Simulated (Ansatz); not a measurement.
Molecule: sum formula CuOH, charge 0, multiplicity 1. SMILES: [OH][Cu]
Geometry: optimised at B3LYP-D3(BJ)/def2-TZVP (Ansatz, a program for electronic structure).

Quantity: atomisation energy (electronic, to ground-state atoms), in eV. Correlated levels leave the core frozen unless marked. Open shells are spin-unrestricted. No spin-orbit coupling. The frozen core is the preceding noble-gas configuration, with the filled d and f shells of earlier blocks. Non-relativistic. FCI takes restricted orbitals. The coupled-cluster limit lacks core correlation, which all-electron functionals hold. Basis-set limits of correlation are two-point, X^-3; Hartree-Fock from the larger set.

The T1 diagnostic of CCSD in the largest basis is 0.039, which is high, so the coupled-cluster rows are less sure than usual.

```tsv
level	program	atomisation energy (eV)
PBE/def2-TZVPD	Ansatz	8.04
revPBE-D4/def2-TZVPD	Ansatz + dftd4	?
B3LYP-D3(BJ)/def2-TZVPD	Ansatz + dftd3	?
CAM-B3LYP-D4/def2-TZVPD	Ansatz + dftd4	7.71
CAM-B3LYP/def2-TZVPD	Ansatz	7.69
wB97X-V/def2-TZVPD	Ansatz	?
B2PLYP-D3(BJ)/def2-TZVPD	Ansatz + dftd3	7.71
B2PLYP-D4/def2-TZVPD	Ansatz + dftd4	7.71
FCI/STO-3G	Ansatz	5.37
CCSD(T)/CBS(def2-TZVPPD,def2-QZVPPD)	Ansatz	?
```

Task: What belongs in the gaps?

Result: 
- revPBE-D4/def2-TZVPD, atomisation energy (eV): 7.73
- B3LYP-D3(BJ)/def2-TZVPD, atomisation energy (eV): 7.62
- wB97X-V/def2-TZVPD, atomisation energy (eV): 7.76
- CCSD(T)/CBS(def2-TZVPPD,def2-QZVPPD), atomisation energy (eV): 7.82
